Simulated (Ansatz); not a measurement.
Compare A (`CC([SiH3])[SiH2]F`) with its isomer B (`CC(F)([SiH3])[SiH3]`).

Computed with Ansatz on PBE0-D4/def2-TZVP structures; ΔE is electronic, products minus reactants. CCSD(T)/CBS is the MP2 limit (def2-TZVPP, def2-QZVPP) plus CCSD(T) − MP2 in def2-TZVPP, frozen cores. Functionals use def2-TZVPP. B3LYP here is the variant with VWN-RPA as its local correlation; programs differ in this. One conformer a species, not always the lowest.

A:

Z-matrix (Å, degrees):
```
C
C 1 1.537
H 1 1.093 2 111.6
H 1 1.094 2 111.2 3 -119.9
H 1 1.093 2 111.5 3 120.4
Si 2 1.881 1 111.1 3 -176.9
Si 2 1.857 1 111.9 3 57.4
H 2 1.099 1 110.0 3 -60.3
H 6 1.488 2 110.1 1 -61.8
H 6 1.488 2 109.5 1 57.2
H 6 1.488 2 111.2 1 177.7
F 7 1.606 2 109.4 1 -56.2
H 7 1.485 2 110.9 1 61.5
H 7 1.484 2 111.6 1 -174.8
```

B:

Z-matrix (Å, degrees):
```
C
C 1 1.517
H 1 1.094 2 110.3
H 1 1.094 2 111.0 3 -119.8
H 1 1.094 2 111.0 3 119.8
F 2 1.421 1 107.9 3 180.0
Si 2 1.902 1 111.8 3 63.6
Si 2 1.902 1 111.8 3 -63.7
H 7 1.488 2 108.8 1 -63.7
H 7 1.486 2 109.0 1 55.6
H 7 1.484 2 110.2 1 176.4
H 8 1.484 2 110.2 1 -176.5
H 8 1.488 2 108.8 1 63.6
H 8 1.486 2 109.0 1 -55.8
```

Task: Which is lower in electronic energy at CCSD(T)/CBS, and by how much? (Best estimate.)

Result: The calculation gave: A, by 59.4 kcal/mol.

Task: Give E(B) − E(A) in kcal/mol with B3LYP-D4, B2PLYP, PBE-D4, HF/def2-TZVPP, B3LYP, CCSD/def2-TZVPP, CCSD(T)/def2-TZVPP. (An estimate is asked.)

Result: The calculation gave: B3LYP-D4 56.1, B2PLYP 58.4, PBE-D4 53.7, HF/def2-TZVPP 60.3, B3LYP 56.4, CCSD/def2-TZVPP 59.3, CCSD(T)/def2-TZVPP 58.7. None reverses the order clearly.

Largest T1 diagnostic: 0.012.

From PBE to PBE0 (25 % exact exchange), in def2-TZVPP and without D4, E(B) − E(A) moves by +2.8 kcal/mol.
